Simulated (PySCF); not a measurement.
BrH5N2Sn, SMILES [NH2][SnH]([NH2])[Br]. The structure is a stationary point at PBE0-D3(BJ)/def2-SVP. The structure was generated by enumeration; whether it is a known compound was not checked. The def2 effective core potentials stand for the cores of Sn; spin–orbit coupling is left out. The values are those of a single conformer.

Problem. Give the equilibrium geometry at PBE0-D3(BJ)/def2-SVP (PySCF confirms it by a frequency run) as a Z-matrix. (The exact figures need the calculation; the answer reports its results.)

Solution. Several could match; the one computed here: 
```
Sn
H 1 1.7042
N 1 2.0256 2 112.65
H 3 1.0186 1 113.31 2 -92.04
H 3 1.0191 4 107.75 1 123.79
N 1 2.0262 2 110.94 3 118.77
H 6 1.0186 1 112.93 2 37.49
H 6 1.0188 7 107.27 1 -125.05
Br 1 2.5262 2 106.96 6 121.73
```
Charge 0, spin multiplicity 1.
